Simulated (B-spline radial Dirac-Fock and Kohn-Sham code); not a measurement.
## K-shell conversion coefficients of Sr against transition energy

Method: a Dirac-Hartree-Slater potential of the neutral atom with a Latter tail (no hole, which puts coefficients of high multipoles low close above an edge), finite nucleus with surface currents. Computed with a radial finite-basis atomic code. Subshells within 1 keV of threshold and pair formation are left out.

```
energy (keV)        E1        E2        E4        E5        M2        M3
        19.4      9.18      96.0      2490     12000       722      8480
          20      8.48      94.2      3200     17800       642      7980
        21.6      6.92      86.5      4790     34400       476      6600
        23.8      5.34      73.6      5960     52300       327      4930
        40.9      1.20      17.7      2270     25400      40.6       613
          50     0.678      9.34      1090     11500      18.9       261
        51.9     0.609      8.27       936      9820      16.4       222
          55     0.516      6.82       739      7580      13.2       173
          57     0.465      6.05       637      6430      11.5       148
        58.1     0.440      5.68       588      5890      10.7       136
        60.3     0.395      5.01       502      4940      9.33       116
        64.9     0.319      3.90       365      3470      7.09      84.2
        72.3     0.233      2.69       225      2030      4.74      52.6
        74.6     0.213      2.41       196      1730      4.23      45.9
          83     0.156      1.66       120       995      2.85      28.8
         100    0.0902     0.854      49.6       369      1.45      12.9
         113    0.0629     0.551      27.5       190     0.936      7.60
         148    0.0285     0.208      7.38      42.7     0.363      2.42
         200    0.0119    0.0703      1.69      8.02     0.130     0.699
         371   0.00214   0.00832    0.0925     0.298    0.0182    0.0640
         500   0.00100   0.00325    0.0258    0.0703   0.00755    0.0221
         584  0.000693   0.00206    0.0139    0.0349   0.00486    0.0131
         614  0.000618   0.00179    0.0115    0.0280   0.00423    0.0111
         789  0.000357  0.000915   0.00462    0.0100   0.00215   0.00498
        1000  0.000222  0.000515   0.00213   0.00418   0.00117   0.00245
        1210  0.000156  0.000336   0.00121   0.00220  0.000733   0.00142
        1410  0.000120  0.000244  0.000792   0.00137  0.000510  0.000939
        2000  6.83e-05  0.000124  0.000329  0.000510  0.000233  0.000386
        2010  6.78e-05  0.000123  0.000325  0.000503  0.000230  0.000381
```

**Question.** How fast do they fall between 1410 and 2010 keV?

**Answer.** As powers of the energy: E1 E^-1.60, E2 E^-1.93, E4 E^-2.51, E5 E^-2.82, M2 E^-2.25, M3 E^-2.54. Within one type (E or M) the higher multipoles fall faster.
